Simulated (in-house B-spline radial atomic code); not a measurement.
Atomic self-consistent-field run: Si2+ (with a hole in an inner shell). Computed with an all-electron radial atomic-structure program (B-spline basis): Dirac-Kohn-Sham relativistic LDA, spherical fractional occupations, Fermi nucleus of rms radius 3.1224 fm.

Command:
```bash
python run_scf.py task.json out
```
Settings (nuclear radius in fm, mass in u):
```
Z                14
configuration    1s2 2s2 2p6 3s1 3p1
hamiltonian      dirac
method           lda_x_rel,vwn
spin_polarised   False
nucleus          fermi
rms_radius       3.1224
atomic_mass      27.97693
speed_of_light   137.035999084
```

Output (hartree, bohr):
```
 radial grid: 70 intervals, B-splines of order 8, outer radius 25.5556 bohr

 iter        energy (Eh)    residual
    1        -286.681455    1.80e-01
    2        -287.278637    1.29e-01
    3        -287.508637    2.97e-02
    4        -287.521610    6.33e-03
    5        -287.522074    3.70e-03
    6        -287.522287    4.66e-05
    7        -287.522287    5.61e-06
    8        -287.522287    2.74e-08

 total energy                      -287.52229
 kinetic                             287.8585
 electron-nucleus                   -677.9463
 Hartree                             121.4695
 exchange-correlation                -18.9040

 first-order corrections (not in the total)
   Gaunt                             0.0583
   retardation                      -0.0040
   frequency dependence             -0.0000
   self-energy                       0.0377
   Uehling                          -0.0023
   Wichmann-Kroll                    0.0000
   recoil                            0.0048

 orbital      occ     eigenvalue          <r>       <r^2>       <1/r>       r_max    small
 1s1/2      2.000       -66.1166     0.111735   0.0168112     13.5838     0.07291  2.44e-03
 2s1/2      2.000        -5.9293     0.569715    0.388015      2.5757      0.4559  3.47e-04
 2p1/2      2.000        -4.3653     0.535328    0.361689     2.47336      0.3856  3.28e-04
 2p3/2      4.000        -4.3415     0.537539    0.364523     2.46026      0.3872  3.26e-04
 3s1/2      1.000        -1.0778      1.93644     4.29908    0.707447       1.678  5.53e-05
 3p1/2      0.333        -0.7831      2.20078     5.61076    0.611756       1.883  4.42e-05
 3p3/2      0.667        -0.7811      2.20579     5.63564    0.610066       1.888  4.41e-05
```

Run time, properties included: 0.44 s on 1 thread of Arm Neoverse V2, with other jobs on the host.

For the Dirac Hamiltonian the kinetic term is c α·p + (β - 1)c².
